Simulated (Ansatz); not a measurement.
Ansatz (a program for electronic structure) input (B3LYP-D3(BJ)/def2-TZVP):

Ansatz 0.2 input:
```yaml
crystal:
  periodic: [false, false, false]
  atoms:
    - {symbol: Ge, position_ang: [-0.01167584, -0.00507981, 0.79196736]}
    - {symbol: H, position_ang: [0.01013876, -1.12115586, -0.41222670]}
    - {symbol: H, position_ang: [0.05770829, 1.14422903, -0.35356050]}
basis:
  gaussian:
    orbitals: def2-TZVP
hamiltonian:
  xc: b3lyp
  dispersion: d3bj
total_charge: -1
magnetization: {spin_polarized: true, initial_magnetization: 1}
relax: {f_tol: 0.002, max_steps: 150}
```

Output:

```
Functional definition: B3LYP
integrals: 0.01 GiB planned
441 factors; integrals over basis functions are off by at most 2.8e-4 eV
mean field: 0.19 GiB planned
mean field evaluation 1: about -56550.8605 eV, gradient 1.8e1 eV
mean field evaluation 2: about -56550.6698 eV, gradient 2.3e1 eV
mean field evaluation 4: about -56551.4523 eV, gradient 4.1e-1 eV
mean field evaluation 8: about -56551.4597 eV, gradient 1.2e-2 eV
mean field evaluation 16: about -56551.4597 eV, gradient 3.8e-6 eV
mean field -56551.45973384 eV, -2078.2278132623 hartree, gradient 3.9e-6 eV, S^2 0.753461; 0 other end points of the search recorded, 0 dependent functions left out
the calculation of the forces begins
reference -56551.45992435 eV, -2078.2278202634 hartree; 18, 17 occupied and 42, 43 virtual orbitals, 441 factors
relax step   1: F+E_penalty+E_count = -56551.50558007 eV  Δ(F+E_penalty+E_count) = +0.000e0 eV  max|allowed force component| = 1.774e-1 eV/Å  Δτ_max = 0.0000 Å  (30 SCF iters, accepted)
these checks for a lower state are left out or cut short: starts, cluster_reference, orbital_swaps, neighbouring_geometries, increment
integrals: 0.01 GiB planned
441 factors; integrals over basis functions are off by at most 2.9e-4 eV
mean field: 0.19 GiB planned
mean field -56551.45644984 eV, -2078.2276925777 hartree, gradient 2.3e-5 eV, S^2 0.753464; 0 other end points of the search recorded, 0 dependent functions left out
the calculation of the forces begins
reference -56551.45663909 eV, -2078.2276995327 hartree; 18, 17 occupied and 42, 43 virtual orbitals, 441 factors
relax step   2: F+E_penalty+E_count = -56551.50214303 eV  Δ(F+E_penalty+E_count) = +3.437e-3 eV  max|allowed force component| = 1.749e-1 eV/Å  Δτ_max = 0.0779 Å  (31 SCF iters, rejected (line search))
these checks for a lower state are left out or cut short: starts, cluster_reference, orbital_swaps, neighbouring_geometries, increment
integrals: 0.01 GiB planned
441 factors; integrals over basis functions are off by at most 2.9e-4 eV
mean field: 0.19 GiB planned
mean field evaluation 32: about -56551.4656 eV, gradient 2.3e-5 eV
mean field -56551.46561099 eV, -2078.2280292436 hartree, gradient 2.3e-5 eV, S^2 0.753459; 0 other end points of the search recorded, 0 dependent functions left out
the calculation of the forces begins
reference -56551.46580103 eV, -2078.2280362277 hartree; 18, 17 occupied and 42, 43 virtual orbitals, 441 factors
relax step   3: F+E_penalty+E_count = -56551.51139932 eV  Δ(F+E_penalty+E_count) = -5.819e-3 eV  max|allowed force component| = 1.904e-2 eV/Å  Δτ_max = 0.0301 Å  (32 SCF iters, accepted)
these checks for a lower state are left out or cut short: starts, cluster_reference, orbital_swaps, neighbouring_geometries, increment
integrals: 0.01 GiB planned
441 factors; integrals over basis functions are off by at most 2.9e-4 eV
mean field: 0.19 GiB planned
mean field -56551.46569914 eV, -2078.2280324833 hartree, gradient 2.3e-5 eV, S^2 0.753460; 0 other end points of the search recorded, 0 dependent functions left out
the calculation of the forces begins
reference -56551.46588912 eV, -2078.2280394647 hartree; 18, 17 occupied and 42, 43 virtual orbitals, 441 factors
relax step   4: F+E_penalty+E_count = -56551.51147953 eV  Δ(F+E_penalty+E_count) = -8.021e-5 eV  max|allowed force component| = 8.615e-3 eV/Å  Δτ_max = 0.0067 Å  (23 SCF iters, accepted)
these checks for a lower state are left out or cut short: starts, cluster_reference, orbital_swaps, neighbouring_geometries, increment
integrals: 0.01 GiB planned
441 factors; integrals over basis functions are off by at most 2.9e-4 eV
mean field: 0.19 GiB planned
mean field -56551.46571478 eV, -2078.2280330580 hartree, gradient 5.6e-5 eV, S^2 0.753460; 0 other end points of the search recorded, 0 dependent functions left out
the calculation of the forces begins
reference -56551.46590478 eV, -2078.2280400403 hartree; 18, 17 occupied and 42, 43 virtual orbitals, 441 factors
relax step   5: F+E_penalty+E_count = -56551.51149775 eV  Δ(F+E_penalty+E_count) = -1.822e-5 eV  max|allowed force component| = 1.331e-4 eV/Å  Δτ_max = 0.0020 Å  (21 SCF iters, accepted)
integrals: 0.01 GiB planned
441 factors; integrals over basis functions are off by at most 2.9e-4 eV
mean field: 0.19 GiB planned
mean field evaluation 64: about -56551.4657 eV, gradient 5.6e-5 eV
mean field -56551.46571478 eV, -2078.2280330580 hartree, gradient 5.6e-5 eV, S^2 0.753460; 1 other end points of the search recorded, 0 dependent functions left out
the calculation of the forces begins
reference -56551.46590478 eV, -2078.2280400403 hartree; 18, 17 occupied and 42, 43 virtual orbitals, 441 factors
Total energy: -56551.51168774 eV, -2078.2297225333 hartree
Atom 0 at    -0.011089    -0.010971     0.773363 Å, force    -0.000007    -0.000067     0.000133 eV/Å
Atom 1 at     0.009062    -1.149364    -0.400384 Å, force     0.000001     0.000005    -0.000036 eV/Å
Atom 2 at     0.058198     1.178329    -0.346798 Å, force     0.000005     0.000062    -0.000097 eV/Å
Dipole moment:    -0.008519    -0.004843     0.218500 e Å
```
